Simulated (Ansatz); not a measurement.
Stepwise reaction of `C[CH2][In]([F])[CH2]C` with hydrogen chloride, as a gas-phase model of exchange steps in deposition or etching. ΔE in kJ/mol; ΔG adds harmonic PBE0-D4 terms to CCSD(T)/CBS, at 1 bar.

Calculated with Ansatz (gas phase, PBE0-D4/def2-TZVP geometries, no zero-point term in ΔE). CCSD(T)/CBS is the MP2 limit (def2-TZVPP, def2-QZVPP) plus CCSD(T) − MP2 in def2-TZVPP, frozen cores. This one scheme is used for every species. DFT in def2-TZVPP. B3LYP here is the variant with VWN-RPA as its local correlation; programs differ in this. Elements past krypton have def2 core potentials. For In outer-core shells are correlated without core-valence functions, which leaves a few kJ/mol of doubt a bond. One conformer a species, not always the lowest.

| step | reaction | PBE-D4 | B3LYP-D4 | ωB97M-V | CCSD(T)/CBS | ΔG(500 K) |
| --- | --- | --- | --- | --- | --- | --- |
| 1 | `C[CH2][In]([F])[CH2]C` + HCl → `C[CH2][In]([F])[Cl]` + `CC` | -140.0 | -148.3 | -146.4 | -140.8 | -130.2 |
| 2 | `C[CH2][In]([F])[Cl]` + HCl → `[F][In]([Cl])[Cl]` + `CC` | -102.3 | -109.9 | -111.3 | -106.1 | -89.3 |

(1) By hand: ΔE of the 2 steps together at CCSD(T)/CBS.

## Answers

(1) (-140.8) + (-106.1) = -246.9 kJ/mol, or -123.5 kJ/mol a step.

In ΔE each step is higher than the one before. All are downhill at CCSD(T)/CBS. ΔG lies between -130.2 and -89.3 kJ/mol a step. PBE-D4 differs from CCSD(T)/CBS by 0.8 to 3.8 kJ/mol a step. Isolated molecules leave out the surface, adducts and barriers. Largest T1 diagnostic: 0.014.
